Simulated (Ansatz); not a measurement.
Start from `[NH2][GeH2][CH2]Cl` and change one atom or group to get `C#[C][GeH2][CH2]Cl`.

Ansatz, PBE0-D4/def2-TZVP geometries, multiplicity 1. Each molecule was computed in one conformer, which needn't be the lowest.

Scalar relativity is left out up to krypton.

```
                                          property  `[NH2][GeH2][CH2]Cl`
                LUMO energy (PBE0/def2-TZVPP) / eV                  0.38
               HOMO–LUMO gap (PBE/def2-TZVPP) / eV                  5.30
                HOMO energy (PBE0/def2-TZVPP) / eV                 -7.32
             LUMO energy (ωB97M-V/def2-TZVPP) / eV                  2.08
size of the dipole moment (ωB97M-V/def2-TZVPP) / D                  1.57
    size of the dipole moment (PBE/def2-TZVPP) / D                  1.48
```

Problem. Give the same properties after the change, and the shifts. (Best estimate.)

Solution. The calculation gave: 
```
                                          property  `C#[C][GeH2][CH2]Cl`  shift
                LUMO energy (PBE0/def2-TZVPP) / eV                 -0.15  -0.53
               HOMO–LUMO gap (PBE/def2-TZVPP) / eV                  5.57   0.27
                HOMO energy (PBE0/def2-TZVPP) / eV                 -7.90  -0.58
             LUMO energy (ωB97M-V/def2-TZVPP) / eV                  1.72  -0.36
size of the dipole moment (ωB97M-V/def2-TZVPP) / D                  1.53  -0.04
    size of the dipole moment (PBE/def2-TZVPP) / D                  1.43  -0.05
```

With PBE0 the HOMO falls by 0.58 eV and the LUMO falls by 0.53 eV, so the gap widens by about 0.05 eV. PBE moves the HOMO by -0.73 eV and ωB97M-V by -0.48 eV. Dipoles are sizes alone; their direction can turn.
